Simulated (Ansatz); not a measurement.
Z-matrix (Å, degrees):
```
B
Si 1 2.125
O 1 1.414 2 108.1
In 1 2.466 2 84.5 3 178.3
H 1 1.286 2 107.5 3 -124.9
H 1 1.257 2 111.2 3 120.6
H 2 1.504 1 125.1 3 165.1
H 2 1.489 1 110.7 3 -67.1
H 2 1.495 1 102.3 3 47.9
H 3 0.959 1 112.7 2 -54.2
```

Charge 0, multiplicity 1. In takes the def2 core potential. The bonds changed during the relaxation, so this is another structure than the one it started from.

List the PBE/def2-TZVPP orbital energies in eV (Ansatz). (Best estimate.)

The calculation gave: Occupied: -1779.05, -509.83, -177.08, -136.83, -122.06, -93.57, -93.55, -93.52, -79.65, -79.63, -79.56, -24.63, -18.84, -18.82, -18.81, -18.78, -18.76, -13.99, -12.74, -11.50, -9.47, -8.77, -8.04, -8.00, -7.16, -6.87, -5.61. Lowest empty: -2.24, -2.21, -1.17, 0.06, 0.35, 0.56, 0.97, 1.48.
